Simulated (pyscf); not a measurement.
H₂C=SiH–CH₂–CH₃ (SMILES C=[SiH]CC) → C₃H₈Si (SMILES C[SiH]1CC1), a rearrangement (singlet surface; C–H broken, C–H, C–Si formed). Structures and frequencies: ωB97X-D3(BJ)/def2-SVP in PySCF. MP2 and CC: frozen core, UHF for open shells. ΔMP2 is the change of the MP2 total energy from the triple- to the quadruple-zeta basis. Energies in kJ/mol from the reactant's lowest minimum found.

Small-basis levels: PySCF, no dispersion term, spherical d functions. AM1 to PM7: differences of heats of formation from MOPAC. GFN2-xTB: tblite. Cost: rough CPU time at the saddle relative to B3LYP/6-31G*, from one job on a shared machine.

| level | barrier | reaction energy | cost |
|---|---|---|---|
| HF/3-21G | 406.7 | -43.0 | 0.05 |
| MP2/6-31G* | 310.8 | -52.4 | 0.09 |
| SVWN5/6-31G* | 231.9 | -60.1 | 1.0 |
| BP86/6-31G* | 263.4 | -48.4 | 2 |
| B3LYP/3-21G | 347.8 | -32.1 | 0.7 |
| B3LYP/LANL2DZ | 345.0 | -31.3 | 0.8 |
| M06-2X/6-31G* | 282.6 | -58.5 | 2 |
| B3LYP/6-311+G** | 280.8 | -41.6 | 2 |
| B3LYP/def2-SVP | 282.2 | -44.0 | 1 |
| GFN2-xTB | 301.9 | -18.5 | under 0.02 |
| PM6 | 152.8 | -104.6 | under 0.02 |
| PM7 | 336.1 | -88.8 | under 0.02 |
| CCSD(T)/def2-TZVPP + ΔMP2(QZVPP) | 272.1 | -48.2 | – |

Against the last row the barrier runs from -119.3 (PM6) to +134.6 kJ/mol (HF/3-21G); BP86/6-31G* happens to lie closest here (8.7 kJ/mol apart). CCSD(T)/def2-TZVPP + ΔMP2(QZVPP) has limits of its own. At the saddle there is also a short H–Si contact that neither side keeps. H₂C=SiH–CH₂–CH₃ lies 84.4 kJ/mol over its isomer H₂C=CH–SiH₂–CH₃ (electronic energy, ωB97M-D3(BJ)). cyclic C₃H₈Si (SMILES C[SiH]1CC1) lies 31.5 kJ/mol over its isomer H₂C=CH–SiH₂–CH₃ (electronic energy, ωB97M-D3(BJ)). This is the saddle that the search found; another between the same sides may lie lower. The CCSD(T) − MP2 part came from Ansatz, without density fitting, on the same reference.
